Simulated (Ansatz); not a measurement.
Reaction (isomerisation): `N[CH2][InH2]` → `C[NH][InH2]`

Program: Ansatz. Geometries: PBE0-D4/def2-TZVP. ΔE: electronic, gas phase. CBS: MP2 limit from def2 TZ/QZ plus the TZ coupled-cluster correction, frozen cores. DFT in def2-TZVPP. Elements past krypton have def2 core potentials. For In outer-core shells are correlated without core-valence functions, which leaves a few kJ/mol of doubt a bond. One conformer a species, not always the lowest.

```csv
level,ΔE (kJ/mol)
r2SCAN0-D4,-55.1
CCSD/def2-TZVPP,-55.6
MP2/def2-QZVPP,-59.3
HF/CBS(def2),-56.3
```

What does CCSD(T)/CBS give? (Estimate.)

Computed: -58.9 kJ/mol. The listed levels differ from it by 3.8, 3.3, -0.4, 2.6 kJ/mol.

Largest T1 diagnostic among the species: 0.016.

At CCSD(T), def2-SVP lies −6.3 kJ/mol from the extrapolated value and def2-TZVPP +1.8 kJ/mol. From r2SCAN to r2SCAN0 (25 % exact exchange), in def2-TZVPP and without D4, ΔE moves by +3.6 kJ/mol. Leaving LDA and LC-ωPBE aside and taking each functional with its dispersion term where it has one, the values, not all of them listed here, spread over 8.0 kJ/mol, from B97M-V to HSE06-D4. LDA lies −3.7 kJ/mol from PBE without D4.
